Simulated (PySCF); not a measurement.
Cost of one run: shielding job, `B1OCC[C@H](C2CCC2)O1`.

Method: GIAO PBE0/pcSseg-1 NMR shielding, non-relativistic, gas phase (PySCF 2.14.0, density-fitted response routines). Geometry: GFN2-xTB. Work: shieldings, ring-centre shieldings, charges and field gradients, density fitting. The command runs a driver script over a list of jobs; the input below is this job's line of settings and its coordinates in Å.

Command:
```bash
OMP_NUM_THREADS=1 python probes_run.py task.json out
```

Input:
```
{"job": {"kind": "nmr", "xc": "PBE0", "basis": "pcSseg-1"}, "charge": 0, "multiplicity": 1}
B     -1.605530    -0.987864     1.671085
O     -2.812176    -0.648863     1.163707
C     -2.888382     0.373197     0.191478
C     -1.597156     0.473953    -0.619156
C     -0.407356     0.612591     0.336945
C      0.928052     0.546277    -0.407237
C      2.192490     0.598316     0.468023
C      2.753884    -0.610711    -0.293853
C      1.372154    -0.833149    -0.926413
O     -0.441068    -0.404793     1.324176
H     -1.571630    -1.842446     2.467355
H     -3.092202     1.324854     0.700396
H     -3.739311     0.137966    -0.457158
H     -1.641208     1.326008    -1.297028
H     -1.469320    -0.440988    -1.201465
H     -0.468690     1.582688     0.856892
H      0.928355     1.307287    -1.190163
H      2.774127     1.516732     0.419775
H      1.963673     0.366119     1.505104
H      3.131126    -1.424635     0.320713
H      3.511980    -0.335525    -1.024622
H      1.351409    -0.970429    -2.006012
H      0.822025    -1.639600    -0.446586
```

Hardware: Arm Neoverse N1, one thread, shared host with 64 logical CPUs at a one-minute load of 58. PySCF's memory limit was set to 1040 MB.

Task: How large is the basis?

Result: 235 functions for 76 electrons, with 1209 fitting functions; the fitted three-index integrals, 1209 × 235 × 236/2 numbers of 8 bytes, come to 260 MiB.

Task: Which is nearest to the wall time?
A. 13 s
B. 1.7 min
C. 13 min
D. 1.7 h

Result: B. The run took 1.7 min. The SCF took 14 cycles.

Task: How much memory does it need at the peak?

Result: About 1.1 GiB. Peak memory is the resident size of the whole Python process, interpreter and libraries included.

Task: At this speed, how long would 500 such jobs take on 16 cores, one job a core?

Result: 500/16 gives 32 rounds of 1.7 min, about 54 min of wall time and 14 core-hours, if the jobs don't slow each other.

The SCF part of the output:
```
coarse grid: 18920 points
cycle   1  E = -449.1493475980  dE =  1.533e+00  |g| = 8.053e-01  |ddm| = 4.233e+00
cycle   2  E = -449.0401316461  dE =  1.092e-01  |g| = 1.130e+00  |ddm| = 1.439e+00
cycle   3  E = -449.2741523620  dE = -2.340e-01  |g| = 8.639e-02  |ddm| = 8.938e-01
cycle   4  E = -449.2753754676  dE = -1.223e-03  |g| = 3.628e-02  |ddm| = 7.962e-02
cycle   5  E = -449.2756591414  dE = -2.837e-04  |g| = 9.583e-03  |ddm| = 3.424e-02
cycle   6  E = -449.2756751040  dE = -1.596e-05  |g| = 3.695e-03  |ddm| = 8.911e-03
cycle   7  E = -449.2756775595  dE = -2.456e-06  |g| = 5.094e-04  |ddm| = 2.609e-03
final grid: 181920 points
cycle   8  E = -449.3582745571  dE = -6.174e-05  |g| = 1.334e-02  |ddm| = 3.971e-02
cycle   9  E = -449.3582452363  dE =  2.932e-05  |g| = 1.839e-02  |ddm| = 2.189e-02
cycle  10  E = -449.3583113057  dE = -6.607e-05  |g| = 1.231e-03  |ddm| = 1.271e-02
cycle  11  E = -449.3583116261  dE = -3.205e-07  |g| = 2.822e-04  |ddm| = 1.311e-03
cycle  12  E = -449.3583116412  dE = -1.502e-08  |g| = 7.309e-05  |ddm| = 2.606e-04
cycle  13  E = -449.3583116422  dE = -1.043e-09  |g| = 3.084e-05  |ddm| = 8.609e-05
cycle  14  E = -449.3583116424  dE = -1.754e-10  |g| = 9.122e-06  |ddm| = 2.747e-05
converged SCF energy = -449.3583116424
```

On the final grid dE counts from the start density on that grid.

Other jobs ran on the host; a repeat could differ by tens of per cent or more.
